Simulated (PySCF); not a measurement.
**State search for AsH**

Unrestricted PBE0; PySCF, no relativity, basis sets As def2-TZVPPD, H def2-TZVPPD. Outer shells of the fragments: As 3d10 4s2 4p3; H 1s1.

Followed along the bond (rough minima from three points):

| 2Ms+1 | unpaired | ⟨S²⟩ at the start | R at minimum (Å) | Te (eV) |
| --- | --- | --- | --- | --- |
| 3 | π ↑↑ | 2.01 | 1.53 | 0.00 |
| 1 | π ↑↓ | 1.01 | 1.53 | 0.36 |
| 1 | none | 0.00 | 1.53 | 1.47 |
| 5 | σ ↑↑, π ↑↑ | 6.00 | none in the scan | ≤ 5.88 |

Solutions found at the starting distance of 1.495 Å, counted from the lowest of them; the search is not exhaustive and high or unbound solutions are not listed, so other states can lie among these:

```
2Ms+1    unpaired   term  E (eV)  ⟨S²⟩  ⟨Lz²⟩  μ (D)
    3        π ↑↑    ³Σ⁻    0.00  2.01   0.00   0.27
    1        π ↑↓  mixed    0.36  1.01   2.02   0.26
    1        none  mixed    1.46  0.00   2.01   0.26
    3    σ ↑, π ↑     ³Π    3.73  2.01   1.01   0.63
    1    σ ↓, π ↑  mixed    4.10  1.02   1.01   0.71
    3    σ ↑, π ↑     ³Π    5.81  2.00   1.01  -0.39
    1    σ ↓, π ↑  mixed    5.98  1.01   1.01  -0.41
    5  σ ↑↑, π ↑↑    ⁵Σ⁻    6.63  6.00   0.00  -0.04
    3  σ ↑↑, π ↑↓  mixed    7.59  3.01   2.03  -0.02
    1  σ ↓↓, π ↑↑  mixed    7.81  2.01   0.00  -0.13
    5  σ ↑, π ↑↑↑     ⁵Π    9.67  6.00   1.00  -0.29
```

A term symbol is given only where ⟨S²⟩ and ⟨Lz²⟩ are close to those of a pure state; real π, δ and φ orbitals otherwise mix terms. A positive dipole means As(−)H(+).

Spin–orbit coupling is left out. Counting both spins, an empty level lies below a filled one in some of these solutions, because spin and occupation are held.
